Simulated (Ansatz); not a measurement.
C2H7AlSi can be A, `[CH3][Al]1[CH2][SiH2]1`, or B, `[AlH2][CH]1C[SiH2]1`.

Isolated molecules relaxed with PBE0-D4/def2-TZVP in Ansatz; ΔE leaves out vibrations. CCSD(T)/CBS adds triple-zeta CCSD(T) − MP2 to the extrapolated MP2 energy (def2 sets, frozen cores). DFT in def2-TZVPP. B3LYP here is the variant with VWN-RPA as its local correlation; programs differ in this.

Question: Which isomer does CCSD(T)/CBS put lower? Give the gap. (An estimate is asked.)

Answer: Computed: A, by 21.0 kJ/mol.

Question: Give E(B) − E(A) in kJ/mol with ωB97M-V, LDA (SPW92), r2SCAN-D4, B2PLYP, B3LYP, B3LYP-D4, PBE0-D4. (Estimate.)

Answer: Ansatz gave: ωB97M-V 19.0, LDA (SPW92) 30.5, r2SCAN-D4 27.3, B2PLYP 23.3, B3LYP 28.0, B3LYP-D4 22.5, PBE0-D4 29.3. None reverses the order clearly.

Question: Does the order hold for the free energy at 298.15 K (harmonic terms from PBE0-D4)? (Estimate.)

Answer: Ansatz gave: Yes: G(B) − G(A) = +17.2 kJ/mol. Modes under 60 cm⁻¹, often nearly free rotors, make the harmonic entropy too high.

Largest T1 diagnostic: 0.012.

From BLYP to BHLYP (50 % exact exchange), in def2-TZVPP and without D4, E(B) − E(A) moves by −7.3 kJ/mol. The D4 term adds −5.5 kJ/mol with B3LYP and −2.8 kJ/mol with PBE0; it sums over pairs of atoms, weighted by their polarisabilities, and B3LYP, whose exchange is more repulsive, gets the larger term.
